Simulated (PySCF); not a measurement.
# How the method changes the constants of TeO

State: ³Σ⁻ (triplet), unpaired electrons π ↑↑. Set-up: Te def2-SVP with ECP28, O def2-SVP; scalar-relativistic core potentials (PySCF 2.14). De refers to Te + O in their high-spin ground configurations, without counterpoise correction. The functionals are run spin-unrestricted. A positive dipole means Te(−)O(+). Levels whose curve was spin-contaminated or gave no clean fit are not listed.

| Level | Re (Å) | ωe (cm⁻¹) | De (eV) | μ (D) |
| --- | --- | --- | --- | --- |
| ROHF-CCSD(T) | 1.879 | 750 | 3.06 | n/a |
| PBE | 1.884 | 749 | 4.47 | -2.68 |
| revPBE | 1.890 | 741 | 4.16 | -2.69 |
| r²SCAN | 1.865 | 783 | 3.91 | -2.79 |
| B3LYP | 1.867 | 781 | 3.75 | -2.85 |
| PBE0 | 1.851 | 812 | 3.59 | -2.93 |
| r²SCAN0 | 1.841 | 831 | 3.21 | -2.99 |
| ωB97X | 1.841 | 841 | 3.59 | -3.04 |

The bond length runs from 1.841 Å (r²SCAN0) to 1.890 Å (revPBE). De spans 3.06 eV (ROHF-CCSD(T), coupled cluster) to 4.47 eV (PBE, GGA).

Correlated steps freeze 5 core orbitals. Correlated levels converge slowly with the basis: in double zeta they bind strong bonds too weakly, by up to about 1 eV, and carry superposition errors of some tenths. These are scalar-relativistic numbers at best; spin–orbit coupling would shift them, the dissociation energy most. The state is the lowest determinant that a PBE0 search found; another state may lie lower at other levels.
